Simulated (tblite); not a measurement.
S$_{2}$ (SMILES S=S), triplet, at a GFN2-xTB geometry; GFN1-xTB with ALPB(water) (tblite).

The tblite input:
```
$ tblite run mol.xyz --method gfn1 --charge 0 --spin 2 --alpb water --json tblite.json --no-restart

# file mol.xyz
2

S     -0.00000000    -0.00000000    -0.95002097
S      0.00000000     0.00000000     0.95002097
```

**Question.** Write the output that tblite gives for this input, abridged.

**Answer.** 
```
xTB calculator
 | screened Coulomb repulsion
 | Coulomb electrostatics
 |  * isotropic Klopman-Ohno-Mataga-Nishimoto electrostatics
 |  * onsite third-order electrostatics
 | DFT-D3(BJ) dispersion correction
 | Interactions (3)
 | [1] alpb/gbsa reaction field model
 | [2] cds contribution to solvation
 | [3] empirical free energy shift and standard state/solvent correction

halogen bonding energy    0.0000000000000E+00 Eh
repulsion energy          1.7975600763212E-02 Eh
dispersion energy        -4.3850034100700E-04 Eh
interaction energy       -2.3227811654445E-03 Eh
number of electrons       1.2000000000000E+01 e
integral cutoff           1.9487547202114E+01 bohr

------------------------------------------------------------
  cycle        total energy    energy error   density error
------------------------------------------------------------
      1     -7.311582368106  -7.3267967E+00   4.2730389E-02
      2     -7.311582369338  -1.2319372E-09   2.5635221E-02
      3     -7.311582370023  -6.8464612E-10   1.3969152E-05
------------------------------------------------------------

electronic energy        -7.3267966892797E+00 Eh
total energy             -7.3115823700229E+00 Eh

Post processing:
 | Mayer-Wiberg bond orders

[Info] JSON dump of results written to 'tblite.json'
```
